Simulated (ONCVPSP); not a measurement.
Which change was made? (Bi, ONCV)

ONCVPSP 4.0.1 input, shortened (lines: element, Z, core and valence counts, functional; n l f; lmax; l rc ep ncon nbas qcut; lloc lpopt rc5 dvloc0; l nproj debl; icmod fcfact rcfact), PBE, scalar-relativistic:

```
  Bi 83.00   12    3        4      upf
    1    0    2.00
    2    0    2.00
    2    1    6.00
    3    0    2.00
    3    1    6.00
    3    2   10.00
    4    0    2.00
    4    1    6.00
    4    2   10.00
    4    3   14.00
    5    0    2.00
    5    1    6.00
    5    2   10.00
    6    0    2.00
    6    1    2.00
    3
    0    1.65    0.00    3    7    3.30
    1    1.95    0.00    3    6    3.60
    2    1.90    0.00    4    8    9.70
    3    1.85    0.35    4    8    6.60
    4    5    1.25    4.00
    0    2    1.00
    1    2    2.60
    2    2    3.50
    3    1    2.70
    0    0.00    0.00
```

Cutoffs, loose and tight: the cutoffs (Ha) at which the residual kinetic energy of the hardest occupied pseudo-wave falls to 1 and 0.1 mHa per electron. They do not see the model core or the augmentation charge, which bear on the density cutoff. Test errors are all-electron minus pseudo excitation energies from the reference, over the configurations 5d10 6s2 6p3; 5d10 6s2 6p1; 5d10 6s2 6p0; 5d9 6s2 6p4; variants that change the core or the reference have their own tests.

The base gives: outcome: generated; cutoff, loose: 28 Ha; cutoff, tight: 36 Ha; bound ghosts: s; GHOST(+) flags above zero: p; largest test error (meV): -191.

**Question.** After one change the result is: outcome: failed: ERROR pspot: first pseudo wave function has node, program will stop. Which change was it?
A. local potential polynomial inside 1.05 bohr (lpopt 1, dvloc0 0 Ha)
B. f: qcut 4.6
C. reference 5d10 6s2 6p3

**Answer.** B. The others give: local potential polynomial inside 1.05 bohr (lpopt 1, dvloc0 0 Ha) → outcome: generated; cutoff, loose: 28 Ha; cutoff, tight: 36 Ha; bound ghosts: s, p; GHOST(+) flags above zero: none; largest test error (meV): -193 | reference 5d10 6s2 6p3 → outcome: generated; cutoff, loose: 28 Ha; cutoff, tight: 35 Ha; bound ghosts: s; GHOST(+) flags above zero: p; largest test error (meV): -21.
